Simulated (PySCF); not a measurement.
Species: SiEt(NHMe)3, C5H17N3Si.
Structure used (PBE0-D3(BJ)/def2-SVP), in Å, numbered top down from 1:
```xyz
26
C5H17N3Si angstrom
Si    -0.0406   -0.0403   -0.0456
C     -0.1900   -0.0296    1.8310
C      0.4978    1.1635    2.4873
H      0.2530   -0.9740    2.1941
H     -1.2553   -0.0744    2.1213
H      0.4417    1.1284    3.5870
H      1.5644    1.2011    2.2115
H      0.0534    2.1162    2.1593
N      1.5544    0.0176   -0.7169
C      2.4893   -1.0775   -0.7522
H      1.9786    0.9335   -0.8083
H      3.2345   -1.0578    0.0671
H      1.9352   -2.0245   -0.6641
H      3.0496   -1.1159   -1.7040
N     -0.7249    1.4384   -0.6518
C     -1.9701    2.0239   -0.2246
H     -0.4863    1.6626   -1.6125
H     -2.8640    1.6329   -0.7510
H     -2.1279    1.8347    0.8489
H     -1.9702    3.1209   -0.3506
N     -0.7128   -1.5595   -0.5428
C     -0.8737   -1.9757   -1.9127
H     -1.2738   -2.0791    0.1217
H     -1.8978   -1.8278   -2.3087
H     -0.1923   -1.3925   -2.5522
H     -0.6134   -3.0393   -2.0614
```

A calculation gives these core lines: C 1s: 289.55 (area 1), 290.22 (area 1), 291.10 (area 3) eV; N 1s: 403.76 eV; Si 1s: 1846.08 eV; Si 2p3/2: 106.00 eV.

Method used: delta-SCF UKS SCAN, pcX-2 on the ionised atom, pcseg-1 elsewhere, spin-free X2C in PySCF 2.14.0. The structure is a single PBE0-D3(BJ)/def2-SVP conformer in the gas phase; no vibrational or solvent corrections.

(1) Order the carbon atoms by C 1s binding energy.

Results:

(1) 289.55 eV: C2 (carbon bonded to C, Si and 2 H); 290.22 eV: C3 (carbon bonded to C and 3 H); 291.10 eV: C10/C16/C22 (carbon bonded to N and 3 H). The listed C 1s values span 1.55 eV, from C2 (bonded to C, 2 H and Si) to C10/C16/C22 (bonded to N and 3 H).

Bonded neighbours of each site: Si1: 3 N and C; C2: C, 2 H and Si; C3: C and 3 H; N9/N15/N21: C, H and Si; C10/C16/C22: N and 3 H.

Q: Express the binding energy of C 1s of C2 in atomic units and per mole.

A: 289.55 eV = 10.6408 Eh = 27937 kJ/mol.

One atom of each set of topologically equivalent atoms was ionised and stands for the set; in this conformer not all members are related by symmetry, and their own values weren't computed. For 2p shells one spin-free hole was relaxed; a mean-field spin–orbit operator and the ground-state splitting of the three 2p orbitals were then diagonalised within the shell. The shell's mean is (2 × 2p3/2 + 2p1/2)/3, and the degeneracies 2j + 1 give areas of 2:1. 2p1/2 minus 2p3/2 (ligand field included): Si 0.62 eV.
